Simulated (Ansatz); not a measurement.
Coupled-cluster diagnostics for Al₂Cu₃⁺, Ansatz.

Geometry of the singlet (r2SCAN-D4/def2-SVP):

| atom | x (Å) | y (Å) | z (Å) |
| --- | --- | --- | --- |
| Al1 | -0.323 | 1.418 | 0.245 |
| Al2 | 0.694 | -0.826 | 1.005 |
| Cu3 | -0.366 | -0.583 | -1.233 |
| Cu4 | -1.674 | -0.513 | 0.728 |
| Cu5 | 1.669 | 0.504 | -0.745 |

Correlated methods freeze 37 core orbitals. The structure comes from a short search, and lower isomers may exist.

**Question.** Estimate the CCSD(T) correlation energy, the shares of MP2 and (T), T1 and the reference's ⟨S²⟩ for: charge 1, singlet, own geometry in def2-TZVP; and the rough time on 4 threads of Arm Neoverse V1 on a shared host.

**Answer.** 
| state | basis | correlation (eV) | MP2 share (%) | (T) share (%) | T1 | ⟨S²⟩ (pure) | wall time | remarks |
| --- | --- | --- | --- | --- | --- | --- | --- | --- |
| charge 1, singlet, own geometry | def2-TZVP | -37.582 | 108.7 | 5.6 | 0.032 | 0.00 (0.00) | 22 s | restricted SCF unstable |
Customary marks for T1 are 0.02 (closed shells), 0.045 (open shells) and about 0.05 (3d metals). T1 exceeds 0.02 in 1 of 1 rows and 0.045 in 0; the higher it lies, the less the single-reference result can be trusted.
